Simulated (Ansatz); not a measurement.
GeH2, SMILES [GeH2] (connectivity only; charge and spin as stated), neutral, multiplicity 1.

Geometry: PBE0-D3(BJ)/def2-TZVPD. The isomer is the one that the SMILES or the coordinates give; other isomers of the formula were not compared.

Two levels are set side by side: PBE/def2-TZVPD (Ansatz, a program for electronic structure) and ωB97X-V/def2-TZVPD (Ansatz). Energy differences of separate SCF runs at the same geometry; the states with an electron removed or added have multiplicity 2 and 2. Differences are taken from unrounded values.

```
quantity                            PBE
---------------------------------  ----
vertical ionisation energy (eV)    9.40
vertical electron affinity (eV)    0.94
vertical singlet–triplet gap (eV)  1.42
```

### Question
These are the PBE values. What does ωB97X-V give? (An estimate is asked for; the answer gives what the named calculation found.)

### Answer

| quantity | ωB97X-V | PBE minus ωB97X-V |
|---|---|---|
| vertical ionisation energy (eV) | 9.46 | -0.06 |
| vertical electron affinity (eV) | 0.83 | 0.12 |
| vertical singlet–triplet gap (eV) | 1.61 | -0.19 |
